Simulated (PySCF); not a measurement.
Atom-mapped SMILES (the numbers label the heavy atoms): `[CH2:1]=[CH:2][CH2:3]/[P:4]=[P:5]/[CH2:6][SiH3:7]`; H(Xn) means a hydrogen on atom n. Ha(C1) is cis to C3; Hb(C1) is trans to C3.

A single conformation, fast rotation and ring inversion assumed for equivalent nuclei, no solvent, relativity neglected. GIAO PBE0/pcSseg-1 shieldings; geometry from GFN2-xTB; PySCF.

Scale: 13C (186.93 ppm) and 1H (31.72 ppm) and 29Si (349.16 ppm) vs TMS; H3PO4 for 31P (318.38 ppm) (reference shieldings calculated alike).

| atoms | nucleus | count | δ (ppm) |
| --- | --- | --- | --- |
| H(C2) | 1H | 1 | ? |
| Si7 | 29Si | 1 | -64.6 |
| C2 | 13C | 1 | ? |
| C3 | 13C | 1 | 43.0 |
| Hb(C1) | 1H | 1 | 5.50 |
| H(C3) | 1H | 2 | 3.93 |
| C6 | 13C | 1 | 25.4 |
| P5 | 31P | 1 | ? |
| H(C6) | 1H | 2 | 2.89 |
| H(Si7) | 1H | 3 | ? |
| P4 | 31P | 1 | 629.9 |
| C1 | 13C | 1 | 127.0 |
| Ha(C1) | 1H | 1 | 5.04 |

Complete the table.

Results:


- C2: 146.0 ppm, alkene CH; as expected for a trigonal carbon in a double bond
- H(C2): 6.64 ppm, hydrogen on an alkene CH; a vinylic proton, deshielded by the sp2 carbon and the C=C anisotropy
- H(Si7): 4.07 ppm, hydrogen on a silicon bonded to C
- P5: 671.1 ppm, phosphorus bonded to C, P

Shifts are as computed. Against solution values, carbons near 30 ppm lie about +3 ppm off and those near 130 ppm about +5 ppm. Of 1211 compounds with measured shifts, 218 miss one by over three times the rms of a fit or turn the order of signals round; such compounds aren't used in these exercises. Experimental scales use liquid or dissolved standards, which lie at an offset from isolated H3PO4.
